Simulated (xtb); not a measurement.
Ge(H)(OMe) (CH4GeO), SMILES C[O][GeH] (connectivity only; charge and spin as stated), neutral, multiplicity 1. All values are semi-empirical tight-binding results from xtb (GFN2-xTB unless named), good for trends rather than for accurate numbers. Geometry: GFN2-xTB.

For metal compounds this method's bond lengths and energies can be far off.

```yaml
point_group_as_xtb_finds_it: Cs
orbital_gap: 3.54 eV
zero_point_energy: 27.9 kcal/mol
G − E(el) at 298.15 K (modified RRHO): 10.3 kcal/mol
```
